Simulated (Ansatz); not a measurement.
A nudged elastic band was laid between two geometries of CH$_{8}$BNO$_{2}$Si (14 atoms, charge 0, multiplicity 1).

Level of theory: RKS PBE0-D4/def2-SVP in Ansatz 0.2.0.

```yaml
movable_images: 9
climbing_image: yes
spring: 5.0 eV/Å²
optimiser: quadratic models (default)
start_path: through a guess of the saddle point
force_threshold: 0.05 eV/Å
iteration_limit: 32
end_points: relaxed
```

Image 0:

```xyz
14
Properties=species:S:1:pos:R:3
O 0.531 -2.568 1.043
B 0.102 -1.709 0.075
N 0.885 -0.571 -0.208
C 0.595 0.436 -1.177
O 0.269 1.680 -0.613
Si -0.839 1.851 0.628
H -0.068 -3.307 1.171
H -0.922 -1.893 -0.550
H 1.738 -0.424 0.324
H 1.463 0.616 -1.833
H -0.236 0.067 -1.806
H -0.293 1.429 1.954
H -1.158 3.304 0.675
H -2.080 1.061 0.346
```

Image 10:

```xyz
14
Properties=species:S:1:pos:R:3
O 0.096 -2.762 0.883
B -0.102 -1.769 -0.025
N 0.784 -0.681 -0.211
C 0.599 0.389 -1.143
O 0.340 1.623 -0.529
Si -0.842 1.837 0.635
H 0.896 -2.667 1.410
H -1.097 -1.835 -0.709
H 1.623 -0.589 0.355
H 1.502 0.537 -1.758
H -0.230 0.104 -1.815
H -0.433 1.295 1.967
H -1.029 3.309 0.747
H -2.120 1.179 0.221
```

(1) What changes between the two ends?

(2) What energy profile does the band end with?

(3) What is the geometry of the highest image?

(4) What are the harmonic wavenumbers there?

The band took 23 iterations and about 28 core-minutes.

Answers

(1) No bond is made or broken. The dihedral H7–O1–B2–N3 goes from 179 to 1°.

(2) It converged. The highest image is number 6 of 0 to 10, 9.7 kcal/mol above the first end and 7.5 kcal/mol above the last; the last end lies 2.2 kcal/mol above the first. A vibrational analysis at the climbing image gives one clearly imaginary mode, 581i cm⁻¹: a first-order saddle point.

```json
{"image": "0", "path coordinate (Å)": "0.00", "energy (kcal/mol)": "0.0", "dihedral H7–O1–B2–N3 (°)": "179"}
{"image": "1", "path coordinate (Å)": "0.29", "energy (kcal/mol)": "0.0", "dihedral H7–O1–B2–N3 (°)": "180"}
{"image": "2", "path coordinate (Å)": "0.59", "energy (kcal/mol)": "0.1", "dihedral H7–O1–B2–N3 (°)": "-180"}
{"image": "3", "path coordinate (Å)": "0.88", "energy (kcal/mol)": "0.7", "dihedral H7–O1–B2–N3 (°)": "-169"}
{"image": "4", "path coordinate (Å)": "1.17", "energy (kcal/mol)": "3.6", "dihedral H7–O1–B2–N3 (°)": "-143"}
{"image": "5", "path coordinate (Å)": "1.47", "energy (kcal/mol)": "7.6", "dihedral H7–O1–B2–N3 (°)": "-115"}
{"image": "6", "path coordinate (Å)": "1.76", "energy (kcal/mol)": "9.7", "dihedral H7–O1–B2–N3 (°)": "-85"}
{"image": "7", "path coordinate (Å)": "2.15", "energy (kcal/mol)": "6.2", "dihedral H7–O1–B2–N3 (°)": "-41"}
{"image": "8", "path coordinate (Å)": "2.53", "energy (kcal/mol)": "2.6", "dihedral H7–O1–B2–N3 (°)": "-7"}
{"image": "9", "path coordinate (Å)": "2.92", "energy (kcal/mol)": "2.3", "dihedral H7–O1–B2–N3 (°)": "0"}
{"image": "10", "path coordinate (Å)": "3.30", "energy (kcal/mol)": "2.2", "dihedral H7–O1–B2–N3 (°)": "1"}
```

(3) 
```xyz
14
Properties=species:S:1:pos:R:3
O 0.321 -2.612 1.150
B -0.035 -1.711 0.170
N 0.832 -0.667 -0.199
C 0.544 0.377 -1.135
O 0.348 1.625 -0.529
Si -0.857 1.932 0.591
H 0.851 -3.361 0.872
H -1.124 -1.759 -0.370
H 1.721 -0.572 0.285
H 1.380 0.507 -1.842
H -0.349 0.071 -1.709
H -0.562 1.333 1.927
H -0.917 3.413 0.718
H -2.165 1.396 0.100
```

(4) 581i, 47, 69, 139, 183, 195, 294, 440, 572, 682, 715, 749, 771, 784, 935, 956, 959, 977, 1010, 1109, 1143, 1177, 1222, 1282, 1335, 1430, 1492, 1555, 2223, 2237, 2271, 2571, 3047, 3110, 3612, 3972 cm⁻¹.

Run time: 15 min on 2 threads of Arm Neoverse V1, with other jobs on the host, peak memory 0.32 GiB.
